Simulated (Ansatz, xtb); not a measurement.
A geometry optimisation of BrClHIn2 with r2SCAN-D4/def2-SVP

The starting geometry of this gas-phase doublet has its atoms placed at random.

```yaml
atoms:
  - { symbol: Br, position_ang: [0.3279, -0.1610, 1.6869] }
  - { symbol: Cl, position_ang: [0.0306, 0.4426, -0.8029] }
  - { symbol: In, position_ang: [-1.9335, -0.6780, 0.2043] }
  - { symbol: In, position_ang: [0.6436, 1.8394, 0.6866] }
  - { symbol: H, position_ang: [-1.0097, 1.7646, 0.0792] }
```

Problem. Guess where an optimisation with r2SCAN-D4/def2-SVP ends from this start.

Solution. It ends as a structure with Br1 bridging In4 and In3, Cl2 bridging In3 and In4, given below by its coordinates. Distances that change by over a tenth: Br1–In4 (2.26 → 2.74 Å), Cl2–In4 (2.13 → 2.60 Å).

The energy falls by 5.76 eV over 17 steps:

```
step  E − E(last) (eV)
   1             5.756
   3             0.960
   5             0.181
   6             0.142
   8             0.078
  10             0.033
  12             0.009
  13             0.006
  15             0.000
  17             0.000
```

Final geometry (Å):

```xyz
5

Br   -0.2276   -0.1984    2.2168
Cl   -0.3415    0.3035   -1.4850
In   -1.2662   -1.7382    0.0164
In    0.5470    1.7715    0.4702
H    -0.6528    3.0691    0.6357
```

From the same start GFN2-xTB ends elsewhere, in pieces: BrClIn2 + H.

From so rough a start the end depends on the optimiser's path, so another program may land elsewhere. No frequencies were run, so the end isn't proven a minimum. Open shells are spin-unrestricted. Atoms past krypton carry core potentials, without spin–orbit terms. Run with Ansatz 0.2.0, 3.5 min on 2 threads of Arm Neoverse V1 (shared host).
